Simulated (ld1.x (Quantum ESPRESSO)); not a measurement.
u(r) = r·R(r): atom against pseudo-atom (Pm (Z = 61))

Columns: radius, all-electron u(r) and pseudo u(r) of the 5d shell (level -1.82 eV) of promethium in the configuration [Kr] 4d10 4f5 5s2 5p6 5d0 6s2 6p0; PBEsol, scalar-relativistic, ultrasoft scheme, ld1.x (Quantum ESPRESSO) 7.5.

| r (bohr) | all-electron | pseudo |
| --- | --- | --- |
| 0.217 | 0.0956 | 0.0008 |
| 0.435 | -0.2052 | 0.0059 |
| 0.652 | -0.1817 | 0.0192 |
| 0.870 | 0.0114 | 0.0433 |
| 1.088 | 0.2096 | 0.0791 |
| 1.305 | 0.3614 | 0.1256 |
| 1.522 | 0.4636 | 0.1806 |
| 1.740 | 0.5251 | 0.2405 |
| 1.957 | 0.5559 | 0.3005 |
| 2.175 | 0.5657 | 0.3564 |
| 2.392 | 0.5614 | 0.4038 |
| 2.610 | 0.5484 | 0.4398 |
| 2.827 | 0.5304 | 0.4628 |
| 3.045 | 0.5095 | 0.4725 |
| 3.262 | 0.4875 | 0.4704 |
| 3.480 | 0.4648 | 0.4588 |
| 3.697 | 0.4421 | 0.4408 |
| 3.915 | 0.4193 | 0.4193 |
| 4.132 | 0.3968 | 0.3969 |
| 4.350 | 0.3746 | 0.3746 |
| 4.567 | 0.3528 | 0.3528 |
| 4.785 | 0.3315 | 0.3315 |
| 5.002 | 0.3109 | 0.3109 |
| 5.220 | 0.2908 | 0.2908 |
| 5.437 | 0.2715 | 0.2715 |
| 5.655 | 0.2530 | 0.2530 |

(1) How many radial nodes do the two functions have?

(2) At about which radius was the pseudo-wave matched?

(3) Is the pseudo-wave norm-conserving?

Answers

(1) The all-electron 5d function has n − l − 1 = 2; the pseudo-wave has 0, since the states of the same l below it are removed with the core.

(2) 4.35 bohr. The columns agree to 0.0005 from 3.92 bohr on; several derivatives are matched, so the curves merge somewhat inside the radius.

(3) No, it belongs to an ultrasoft set: the norm inside the radius is not constrained, and the difference is carried by the augmentation charge.
